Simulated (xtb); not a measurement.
xtb input (GFN2-xTB):

```bash
xtb mol.xyz --gfn 2 --sp --chrg 0 --uhf 0
```
mol.xyz:
```
14

C      1.76539859     0.69764366    -0.15931134
C      0.74853211     1.55520553    -0.34641877
Si    -1.07329075     1.15164346    -0.25207168
Si    -1.09871724    -1.12728782     0.25262309
C      0.71364569    -1.57160155     0.34604756
C      1.74939136    -0.73705649     0.15841902
H      2.77349524     1.09507865    -0.25007464
H      1.02690361     2.58106026    -0.57433629
H     -1.72693786     1.47627586    -1.54583627
H     -1.72055292     1.99285915     0.78709887
H     -1.75882265    -1.43718855     1.54672121
H     -1.76520759    -1.95377184    -0.78621392
H      0.96905908    -2.60344183     0.57382957
H      2.74836837    -1.15699765     0.24867279
```

End of the output:

```
         :::::::::::::::::::::::::::::::::::::::::::::::::::::
         ::                     SUMMARY                     ::
         :::::::::::::::::::::::::::::::::::::::::::::::::::::
         :: total energy             -16.017848380859 Eh    ::
         :: gradient norm              0.027163332926 Eh/a0 ::
         :: HOMO-LUMO gap              2.272559665815 eV    ::
         ::.................................................::
         :: SCC energy               -16.263615276831 Eh    ::
         :: -> isotropic ES            0.018580914535 Eh    ::
         :: -> anisotropic ES          0.003087984100 Eh    ::
         :: -> anisotropic XC          0.012477047043 Eh    ::
         :: -> dispersion             -0.011541574252 Eh    ::
         :: repulsion energy           0.245766895973 Eh    ::
         :: add. restraining           0.000000000000 Eh    ::
         :: total charge              -0.000000000000 e     ::
         :::::::::::::::::::::::::::::::::::::::::::::::::::::

           -------------------------------------------------
          |                Property Printout                |
           -------------------------------------------------

    * Orbital Energies and Occupations

         #    Occupation            Energy/Eh            Energy/eV
      -------------------------------------------------------------
         1        2.0000           -0.7525862             -20.4789
       ...           ...                  ...                  ...
         4        2.0000           -0.5896169             -16.0443
         5        2.0000           -0.5527419             -15.0409
         6        2.0000           -0.5121753             -13.9370
         7        2.0000           -0.4966121             -13.5135
         8        2.0000           -0.4674616             -12.7203
         9        2.0000           -0.4474734             -12.1764
        10        2.0000           -0.4460266             -12.1370
        11        2.0000           -0.4225730             -11.4988
        12        2.0000           -0.4218165             -11.4782
        13        2.0000           -0.4048210             -11.0157
        14        2.0000           -0.3932647             -10.7013
        15        2.0000           -0.3813876             -10.3781
        16        2.0000           -0.3511468              -9.5552 (HOMO)
        17                         -0.2676317              -7.2826 (LUMO)
        18                         -0.1859463              -5.0599
        19                         -0.1797109              -4.8902
        20                         -0.1785307              -4.8581
        21                         -0.1773038              -4.8247
        22                         -0.1405693              -3.8251
        23                         -0.1377890              -3.7494
        24                         -0.0799038              -2.1743
        25                         -0.0697984              -1.8993
        26                         -0.0460553              -1.2532
        27                          0.0083113               0.2262
       ...                                ...                  ...
        42                          0.8742653              23.7900
      -------------------------------------------------------------
                  HL-Gap            0.0835150 Eh            2.2726 eV
             Fermi-level           -0.3093892 Eh           -8.4189 eV

     #   Z          covCN         q      C6AA      α(0)
     1   6 C        2.899    -0.034    28.849     8.807
     2   6 C        2.786    -0.141    31.600     9.208
     3  14 Si       3.650     0.365   100.916    19.260
     4  14 Si       3.650     0.365   100.916    19.260
     5   6 C        2.786    -0.141    31.599     9.208
     6   6 C        2.899    -0.034    28.849     8.807
     7   1 H        0.925     0.021     2.716     2.577
     8   1 H        0.925     0.020     2.732     2.585
     9   1 H        0.912    -0.115     6.141     3.876
    10   1 H        0.912    -0.115     6.141     3.876
    11   1 H        0.912    -0.115     6.141     3.876
    12   1 H        0.912    -0.115     6.141     3.876
    13   1 H        0.925     0.020     2.732     2.585
    14   1 H        0.925     0.021     2.716     2.577

 Mol. C6AA /au·bohr⁶  :       3399.891549
 Mol. C8AA /au·bohr⁸  :     118162.587966
 Mol. α(0) /au        :        100.378442

Wiberg/Mayer (AO) data.
largest (>0.10) Wiberg bond orders for each atom

 ---------------------------------------------------------------------------
     #   Z sym  total        # sym  WBO       # sym  WBO       # sym  WBO
 ---------------------------------------------------------------------------
     1   6 C    3.990 --     2 C    1.843     6 C    1.123     7 H    0.967
     2   6 C    3.964 --     1 C    1.843     8 H    0.975     3 Si   0.923
                             5 C    0.120
     3  14 Si   3.670 --     2 C    0.923     9 H    0.885    10 H    0.885
                             4 Si   0.831
     4  14 Si   3.670 --     5 C    0.923    11 H    0.885    12 H    0.885
                             3 Si   0.831
     5   6 C    3.964 --     6 C    1.843    13 H    0.975     4 Si   0.923
                             2 C    0.120
     6   6 C    3.990 --     5 C    1.843     1 C    1.123    14 H    0.967
     7   1 H    0.999 --     1 C    0.967
     8   1 H    0.999 --     2 C    0.975
     9   1 H    0.986 --     3 Si   0.885
    10   1 H    0.986 --     3 Si   0.885
    11   1 H    0.986 --     4 Si   0.885
    12   1 H    0.986 --     4 Si   0.885
    13   1 H    0.999 --     5 C    0.975
    14   1 H    0.999 --     6 C    0.967
 ---------------------------------------------------------------------------

Topologies differ in total number of bonds
Writing topology from bond orders to xtbtopo.mol

molecular dipole:
                 x           y           z       tot (Debye)
 q only:       -0.297       0.003       0.000
   full:        0.219      -0.002      -0.000       0.557
molecular quadrupole (traceless):
                xx          xy          yy          xz          yz          zz
 q only:        0.765      -0.018      -0.851       0.002       0.218       0.086
  q+dip:        1.534      -0.015       0.190      -0.006      -0.446      -1.725
Note: The following floating-point exceptions are signalling: IEEE_UNDERFLOW_FLAG IEEE_DENORMAL
normal termination of xtb
   full:        1.164      -0.016      -0.285      -0.002      -0.138      -0.879

           -------------------------------------------------
          | TOTAL ENERGY              -16.017848380859 Eh   |
          | GRADIENT NORM               0.027163332926 Eh/α |
          | HOMO-LUMO GAP               2.272559665815 eV   |
           -------------------------------------------------

------------------------------------------------------------------------
------------------------------------------------------------------------
 total:
 SCF:
```
